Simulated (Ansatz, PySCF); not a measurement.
Molecule: AlS, net charge 0, doublet state. 
Coordinates optimised at B3LYP-D3(BJ)/def2-TZVP (Ansatz, a first-principles code):
```xyz
2

Al     0.0000     0.0000    -1.1286
S      0.0000     0.0000     0.9170
```
Charge 0, spin multiplicity 2.

Total electronic energies in hartree. Correlated levels leave the core frozen unless marked. UHF or UKS for open shells. No spin-orbit coupling. No relativistic terms. Basis-set limits of correlation are two-point, X^-3; Hartree-Fock from the larger set (for Q and 5 zeta extrapolated as (X+1)exp(-9√X)).

```
level                                        program  energy (Eh)
------------------------------------  --------------  -----------
HF/def2-QZVPPD                                Ansatz   -639.48646
HF-D4/def2-TZVPD                       PySCF + dftd4   -639.47514
r2SCAN/def2-TZVPD                             Ansatz          ___
B2GP-PLYP-D3(BJ)/def2-TZVPD           Ansatz + dftd3          ___
B2PLYP-D3(BJ)/def2-TZVPD              Ansatz + dftd3   -640.39279
RPA@PBE/cc-pV(T+d)Z                           Ansatz          ___
MP2/aug-cc-pV(T+d)Z                           Ansatz   -639.70160
CCSD/STO-3G                                   Ansatz   -632.18734
CCSD(T)/CBS(cc-pV(Q+d)Z,cc-pV(5+d)Z)          Ansatz    -639.7672
```

### Question
Some entries are withheld; supply them.

### Answer

- r2SCAN/def2-TZVPD, energy (Eh): -640.57872
- B2GP-PLYP-D3(BJ)/def2-TZVPD, energy (Eh): -640.30639
- RPA@PBE/cc-pV(T+d)Z, energy (Eh): -639.84738
